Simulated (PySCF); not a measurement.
dibromo(fluoro)methane (CHBr₂F), SMILES FC(Br)Br.

Coordinates come from a PBE-D3(BJ)/def2-SVP optimisation.

Calculation: PBE-D3(BJ)/def2-SVP (PySCF 2.14.0).

Frequencies are harmonic and unscaled.

```json
[
 {"mode": "1", "ν (cm⁻¹)": "162", "IR (km/mol)": "0.0", "moving atoms (share of kinetic energy)": "Br 88 %"},
 {"mode": "2", "ν (cm⁻¹)": "284", "IR (km/mol)": "1.0", "moving atoms (share of kinetic energy)": "F 72 %, Br 27 %"},
 {"mode": "3", "ν (cm⁻¹)": "347", "IR (km/mol)": "0.8", "moving atoms (share of kinetic energy)": "F 55 %, Br 24 %, C 20 %"},
 {"mode": "4", "ν (cm⁻¹)": "603", "IR (km/mol)": "25.0", "moving atoms (share of kinetic energy)": "C 78 %, H 12 %"},
 {"mode": "5", "ν (cm⁻¹)": "655", "IR (km/mol)": "212.7", "moving atoms (share of kinetic energy)": "C 84 %"},
 {"mode": "6", "ν (cm⁻¹)": "1115", "IR (km/mol)": "188.9", "moving atoms (share of kinetic energy)": "C 57 %, F 40 %"},
 {"mode": "7", "ν (cm⁻¹)": "1124", "IR (km/mol)": "76.0", "moving atoms (share of kinetic energy)": "H 92 %"},
 {"mode": "8", "ν (cm⁻¹)": "1266", "IR (km/mol)": "16.6", "moving atoms (share of kinetic energy)": "H 87 %, C 11 %"},
 {"mode": "9", "ν (cm⁻¹)": "3068", "IR (km/mol)": "1.8", "moving atoms (share of kinetic energy)": "H 92 %, C 8 %"}
]
```
